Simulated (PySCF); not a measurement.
C₄H₅Si, SMILES [C]1=C[SiH2]C=C1, multiplicity 2. The structure is a stationary point at B3LYP-D3(BJ)/def2-SVP. The isomer is the one that the SMILES or the coordinates give; other isomers of the formula were not compared.

These are B3LYP-D3(BJ)/def2-SVP (PySCF) values and carry that method's errors.

Harmonic wavenumbers (cm⁻¹): 241, 391, 480, 525, 594, 638, 695, 725, 728, 751, 867, 938, 962, 993, 1092, 1114, 1318, 1555, 1618, 2216, 2217, 3167, 3199, 3203. Rotational constants (GHz): 6.778, 5.201, 3.048; symmetry number 1.

Question: Work out the zero-point energy and the ideal-gas rigid-rotor harmonic-oscillator thermochemistry at 298.15 K and 1 atm.

Answer: ZPE = ½ Σ hcν = ½ × 30227 cm⁻¹ = 43.21 kcal/mol. H − E(el) = 46.98 kcal/mol. Entropy in cal/(mol K): translation 39.10, rotation 25.51, vibration 6.71, spin 1.38, total 72.69. G − E(el) = 25.31 kcal/mol. Cp = 21.45 cal/(mol K).
